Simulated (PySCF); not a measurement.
Start geometry of `C=C(C)/C(C)=C/N(C)C` from GFN2-xTB (Å):
```
atom  x, y, z in Å
C1     3.0615   -0.5661    0.0821
C2     1.9951    0.1081   -0.3535
C3     2.1918    1.4447   -1.0167
C4     0.6322   -0.3988   -0.1963
C5     0.4591   -1.8294    0.2360
C6    -0.4352    0.3799   -0.4466
N7    -1.7681   -0.0037   -0.2861
C8    -2.7136    0.8208   -1.0032
C9    -2.2237   -0.3081    1.0559
H10    4.0571   -0.1741   -0.0404
H11    2.9948   -1.5142    0.5838
H12    3.2518    1.6413   -1.1558
H13    1.7047    1.4680   -1.9899
H14    1.7764    2.2443   -0.4047
H15   -0.5490   -2.1632    0.0063
H16    1.1611   -2.4627   -0.3029
H17    0.6426   -1.9571    1.3034
H18   -0.2984    1.3735   -0.8580
H19   -3.6901    0.3369   -0.9803
H20   -2.8158    1.8269   -0.5682
H21   -2.4006    0.9175   -2.0415
H22   -1.4313   -0.7830    1.6244
H23   -3.0799   -0.9834    1.0030
H24   -2.5341    0.6018    1.5906
```

Q: What comes out of this run: PBE0-D3(BJ)/def2-SVP geometry optimisation, gas phase in PySCF?

A: 
```
atom  x, y, z in Å
C1     3.382   -0.839    0.226
C2     2.295   -0.142   -0.159
C3     2.471    1.220   -0.774
C4     0.934   -0.672    0.017
C5     0.765   -2.082    0.500
C6    -0.143    0.100   -0.277
N7    -1.478   -0.226   -0.065
C8    -2.434    0.550   -0.811
C9    -1.923   -0.545    1.273
H10    4.386   -0.431    0.087
H11    3.313   -1.823    0.693
H12    3.537    1.457   -0.894
H13    1.997    1.279   -1.768
H14    2.018    2.009   -0.153
H15   -0.247   -2.447    0.275
H16    1.482   -2.747   -0.005
H17    0.938   -2.193    1.585
H18    0.017    1.078   -0.747
H19   -3.414    0.048   -0.800
H20   -2.577    1.573   -0.400
H21   -2.120    0.639   -1.860
H22   -1.146   -1.084    1.826
H23   -2.821   -1.183    1.238
H24   -2.178    0.368    1.852
```

The energy falls by 7.4 kJ/mol over 7 energy and gradient evaluations, the largest force component goes from 0.0118 to 2.9e-04 Eh/bohr, and the atoms move by 0.066 Å rms after alignment. Among the bonds, C1–H10 and C1–H11 change most and about equally (+0.016 to +0.017 Å). Bonds longer at the end by more than 0.005 Å: 18 of 23; shorter: 2. Rotational constants go from 2897, 944.2, 766.9 to 2860, 938.2, 760.7 MHz. The orientation of the end geometry is arbitrary; only internal coordinates are fixed.

The run used 201 basis functions and 50 SCF cycles in all. On one thread, Arm Neoverse V2 (aarch64), no GPU, on a shared host, this took 2.3 min and 0.96 GiB of memory at its peak.

No frequency check. The numbers are those of one conformer.
